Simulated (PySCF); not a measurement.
Working out the ionisation energy of Cd

Cd [Kr] 4d10 5s2 (1S) → Cd⁺ [Kr] 4d10 5s1 (2S). All numbers are calculated (PySCF 2.14, the spin-free X2C one-electron Hamiltonian (Gaussian nucleus), in x2c-TZVPPall with one added diffuse shell each of s, p, d, f type (9s7p7d3f1g, 95 functions)). Frozen: [Ar] 3d10. Energies in hartree (1 hartree = 27.21139 eV):

```csv
part,Cd (lower),Cd⁺ (upper)
UHF,-5591.313557,-5591.044129
MP2 opposite-spin,-0.486084,-0.443282
MP2 same-spin,-0.241201,-0.225221
```

Problem. What does Hartree-Fock give?

Solution. (-5591.044129) − (-5591.313557) = 0.269428 hartree = 7.332 eV.

Problem. What do MP2 and SCS-MP2 (6/5 opposite-spin, 1/3 same-spin) give?

Solution. The opposite-spin parts differ by 1.165 eV and the same-spin parts by 0.435 eV. MP2: 7.332 + (1.165) + (0.435) = 8.932 eV. SCS-MP2: 7.332 + 1.2 × (1.165) + (0.435)/3 = 8.875 eV.

Measured between the centres of the two terms (NIST): 8.994 eV, so MP2 (valence and next inner shell) is off by -0.062 eV.

What remains against the reference includes basis incompleteness, the frozen core and correlation beyond second order.
